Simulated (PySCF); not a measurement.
Species: C₄H₉OPSi.
Z-matrix (Å and degrees, PBE0-D3(BJ)/def2-SVP geometry), rows numbered from 1:
```
O 
P   1  1.4931
C   2  1.8138  1  120.10
C   3  1.3450  2  112.31  1  -133.17
Si  4  1.8811  3  123.05  2   178.99
C   4  1.5170  3  115.91  2    -1.49
C   6  1.5328  4  109.16  3    12.98
H   2  1.4318  1  114.19  3   123.88
H   3  1.0932  2  123.27  1    46.41
H   5  1.4956  4  109.95  3   120.14
H   5  1.4909  4  109.59  3    -0.71
H   5  1.4952  4  109.18  3  -121.52
H   6  1.1044  4  108.52  3  -107.96
H   6  1.1027  4  110.87  3   136.66
H   7  1.0988  2  112.11  1   -93.02
H   7  1.1019  2  104.03  1    23.07
```

Computed with PySCF at B3LYP/def2-SVPD, non-relativistic, on one gas-phase PBE0-D3(BJ)/def2-SVP geometry that isn't relaxed in the solvent. The solvent is an IEF-PCM continuum (cavity from Bondi-type radii × 1.2), and excitations are vertical TDDFT with non-equilibrium linear response and a frozen core. Only the electrostatic response of the medium enters.

Gas-phase singlets (H = HOMO, L = LUMO):

```csv
state,E (eV),λ (nm),f,leading configurations
S1,4.956,250,0.008,"H→L 84%, H-1→L 13%"
S2,5.112,243,0.003,"H-1→L 86%, H→L 13%"
S3,6.300,197,0.291,H-2→L 88%
S4,6.456,192,0.004,H→L+1 92%
S5,6.619,187,0.017,H-1→L+1 93%
```

Q: How does the list change in dimethylsulfoxide (ε = 46.83)?

A: 
| state | E (eV) | λ (nm) | f | leading configurations | change by rank (eV) |
| --- | --- | --- | --- | --- | --- |
| S1 | 5.407 | 229 | 0.016 | H-1→L 61%, H→L 35% | +0.451 |
| S2 | 5.613 | 221 | 0.039 | H→L 40%, H-1→L 34%, H-2→L 24% | +0.501 |
| S3 | 6.226 | 199 | 0.391 | H-2→L 70%, H→L 22% | -0.074 |
| S4 | 6.794 | 182 | 0.003 | H-3→L 85%, H→L+1 10% | +0.338 |
| S5 | 6.863 | 181 | 0.011 | H→L+1 83%, H-3→L 11% | +0.244 |

Q: How do the frontier levels move from gas to dimethylsulfoxide?

A: 
```tsv
orbital	gas (eV)	solvent (eV)	change (eV)	Löwdin shares, gas	Löwdin shares, solvent
LUMO+2	0.41	0.66	+0.25	Si5 47 %, H12 14 %, H10 13 %, H11 8 %	Si5 32 %, O1 11 %, P2 11 %, H10 10 %
LUMO+1	-0.22	0.23	+0.45	Si5 26 %, C6 11 %, H14 7 %, H13 7 %	Si5 30 %, C6 9 %, H12 7 %, H10 6 %
LUMO	-1.49	-1.18	+0.31	C4 32 %, C3 29 %, P2 9 %, Si5 8 %	C4 32 %, C3 28 %, P2 10 %, Si5 8 %
HOMO	-7.47	-7.53	-0.06	O1 56 %, P2 12 %, C3 10 %, C7 8 %	O1 23 %, C3 22 %, C4 18 %, P2 8 %
HOMO-1	-7.54	-7.75	-0.21	O1 63 %, P2 17 %, H8 9 %	O1 44 %, P2 15 %, C3 12 %, C4 9 %
HOMO-2	-8.09	-7.96	+0.13	C3 32 %, C4 27 %, O1 9 %, C6 7 %	O1 44 %, C3 14 %, P2 11 %, C4 10 %
HOMO-3	-9.41	-9.19	+0.22	C4 26 %, Si5 18 %, O1 16 %, C6 9 %	C4 23 %, Si5 19 %, O1 13 %, H11 12 %
```

The HOMO–LUMO gap goes from 5.98 to 6.35 eV. Rows go by rank; for HOMO-2, HOMO-1, HOMO and LUMO+2 the atom shares or the degeneracy differ between the runs, so the row needn't follow one orbital.
